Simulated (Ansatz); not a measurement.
Mulliken charges of C$_{3}$H$_{5}$Te (`C=CC[Te]`) radical from B3LYP/def2-TZVPP in Ansatz (PBE0-D4/def2-TZVP geometry).

```csv
atom,x (Å),y (Å),z (Å),charge (e)
C1,0.171,0.636,-1.270,-0.217
C2,0.446,0.360,0.000,-0.121
C3,-0.125,-0.784,0.746,-0.266
Te4,-1.632,0.012,2.080,0.020
H5,0.606,1.493,-1.769,0.108
H6,-0.498,0.010,-1.853,0.093
H7,1.107,1.015,0.562,0.125
H8,-0.594,-1.519,0.095,0.125
H9,0.607,-1.270,1.391,0.133
```

Task: By hand: the dipole of these point charges (1 e Å = 4.8032 D).

Result: Σ q r = (0.074, -0.043, 0.023) e Å, of length 0.089 e Å = 0.43 D.

Task: How does the dipole of the full density compare? (Estimate.)

Result: Computed: (0.180, -0.094, -0.126) e Å, 1.15 D; the point charges give 0.37 times that, at 47° from its direction.

Point charges leave out the atoms' own dipoles, such as those of lone pairs, and Mulliken's split depends on the basis, so the two needn't agree.

B3LYP here is the variant with VWN-RPA as its local correlation; programs differ in this.
